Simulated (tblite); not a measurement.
Species: C2H10B2NP.
Numbering: `[CH3:1][BH:2][NH:3][CH2:4][BH:5][PH2:6]` (hydrogens: H7, H8, H9 on C1; H10 on B2; H11 on N3; H12, H13 on C4; H14 on B5; H15, H16 on P6)

Computed with GFN2-xTB (tblite), gas phase: L-BFGS steps from a force-field or distance-geometry start until the largest atomic force falls under 0.01 eV/Å.

Geometry at step 8:
```
atom  x, y, z in Å
C1      2.5507    0.2468    0.4794
B2      1.1402    0.6877   -0.1290
N3      0.3390   -0.3623   -0.7180
C4     -0.5709   -1.1142    0.1546
B5     -1.7633   -0.3091    0.7571
P6     -2.4785    0.9933   -0.4862
H7      3.3378    1.0054    0.4524
H8      2.3669    0.0220    1.5411
H9      2.9029   -0.6894    0.0312
H10     0.7299    1.8000   -0.0899
H11     0.9332   -1.0492   -1.1708
H12    -1.1227   -1.8372   -0.4741
H13     0.0053   -1.7228    0.8751
H14    -2.2259   -0.6657    1.7789
H15    -2.3688    2.1261    0.3049
H16    -3.7833    0.8775   -0.0505
```

**Question.** Give the atomic forces at this geometry.

**Answer.** 
```json
{"atom": "C1", "Fx (eV/Å)": "-0.127", "Fy (eV/Å)": "0.169", "Fz (eV/Å)": "-0.145"}
{"atom": "B2", "Fx (eV/Å)": "0.218", "Fy (eV/Å)": "0.011", "Fz (eV/Å)": "-0.008"}
{"atom": "N3", "Fx (eV/Å)": "0.072", "Fy (eV/Å)": "-0.182", "Fz (eV/Å)": "0.305"}
{"atom": "C4", "Fx (eV/Å)": "-0.093", "Fy (eV/Å)": "0.029", "Fz (eV/Å)": "-0.071"}
{"atom": "B5", "Fx (eV/Å)": "-0.085", "Fy (eV/Å)": "0.202", "Fz (eV/Å)": "-0.126"}
{"atom": "P6", "Fx (eV/Å)": "-0.003", "Fy (eV/Å)": "-0.043", "Fz (eV/Å)": "0.167"}
{"atom": "H7", "Fx (eV/Å)": "-0.109", "Fy (eV/Å)": "-0.259", "Fz (eV/Å)": "-0.045"}
{"atom": "H8", "Fx (eV/Å)": "0.034", "Fy (eV/Å)": "0.112", "Fz (eV/Å)": "-0.245"}
{"atom": "H9", "Fx (eV/Å)": "0.149", "Fy (eV/Å)": "0.308", "Fz (eV/Å)": "0.097"}
{"atom": "H10", "Fx (eV/Å)": "-0.031", "Fy (eV/Å)": "-0.363", "Fz (eV/Å)": "0.272"}
{"atom": "H11", "Fx (eV/Å)": "0.113", "Fy (eV/Å)": "-0.055", "Fz (eV/Å)": "-0.045"}
{"atom": "H12", "Fx (eV/Å)": "0.073", "Fy (eV/Å)": "-0.058", "Fz (eV/Å)": "-0.028"}
{"atom": "H13", "Fx (eV/Å)": "-0.064", "Fy (eV/Å)": "0.056", "Fz (eV/Å)": "-0.043"}
{"atom": "H14", "Fx (eV/Å)": "-0.119", "Fy (eV/Å)": "0.204", "Fz (eV/Å)": "-0.192"}
{"atom": "H15", "Fx (eV/Å)": "0.248", "Fy (eV/Å)": "-0.017", "Fz (eV/Å)": "0.077"}
{"atom": "H16", "Fx (eV/Å)": "-0.276", "Fy (eV/Å)": "-0.114", "Fz (eV/Å)": "0.029"}
```

The largest, 0.45 eV/Å, acts on H10; the rms over all components is 0.153 eV/Å. The forces sum to zero within rounding, as they must for an isolated molecule in no field.

**Question.** Give the force on H10 in Eh/bohr and in nN.

**Answer.** 0.455 eV/Å ÷ 51.422 = 0.00884 Eh/bohr, and 0.455 eV/Å × 1.602 = 0.73 nN.

**Question.** How far is this geometry from the end of the optimisation?

**Answer.** 1.376 eV above it, and 1.323 Å rms away after alignment. The bonds farthest from their final lengths, with half the difference of the two atoms' forces along the bond (positive lengthens):

| bond | now (Å) | final (Å) | force along bond (eV/Å) |
| --- | --- | --- | --- |
| B5–P6 | 1.937 | 1.863 | -0.19 |
| B2–N3 | 1.446 | 1.378 | +0.05 |
| C4–B5 | 1.560 | 1.580 | +0.03 |
| N3–C4 | 1.468 | 1.455 | -0.11 |
| C1–B2 | 1.598 | 1.586 | -0.20 |
| C1–H8 | 1.101 | 1.089 | -0.06 |

The angle farthest from its final value is B2–N3–C4, 118.2° against 128.1°.

Of the 6 listed bonds off by 0.010 Å or more, this force points towards the final length in 5.

What follows is the cost of the whole relaxation. The run took 1.2 s wall on Arm Neoverse V1, one thread, on a shared host.
